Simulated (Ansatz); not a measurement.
Stepwise reaction of `BO` with hydrogen chloride, as a gas-phase model of exchange steps in deposition or etching. ΔE in kJ/mol; ΔG adds harmonic PBE0-D4 terms to CCSD(T)/CBS, at 1 bar.

Isolated molecules relaxed with PBE0-D4/def2-TZVP in Ansatz; ΔE leaves out vibrations. CBS: MP2 limit from def2 TZ/QZ plus the TZ coupled-cluster correction, frozen cores. This one scheme is used for every species. Functionals use def2-TZVPP. B3LYP here is the variant with VWN-RPA as its local correlation; programs differ in this. One conformer a species, not always the lowest.

```json
{"step": "1", "reaction": "`BO` + HCl → `OBCl` + H₂", "PBE-D4": "-85.8", "B3LYP-D4": "-79.4", "ωB97M-V": "-80.6", "CCSD(T)/CBS": "-78.8", "ΔG(500 K)": "-75.5"}
{"step": "2", "reaction": "`OBCl` + HCl → `OB(Cl)Cl` + H₂", "PBE-D4": "-58.6", "B3LYP-D4": "-53.1", "ωB97M-V": "-54.7", "CCSD(T)/CBS": "-52.0", "ΔG(500 K)": "-48.7"}
```

Question: By hand: ΔE of the 2 steps together at CCSD(T)/CBS.

Answer: (-78.8) + (-52.0) = -130.8 kJ/mol, or -65.4 kJ/mol a step.

In ΔE each step is higher than the one before. All are downhill at CCSD(T)/CBS. ΔG lies between -75.5 and -48.7 kJ/mol a step. PBE-D4 differs from CCSD(T)/CBS by -7.0 to -6.6 kJ/mol a step. Isolated molecules leave out the surface, adducts and barriers. Largest T1 diagnostic: 0.014.
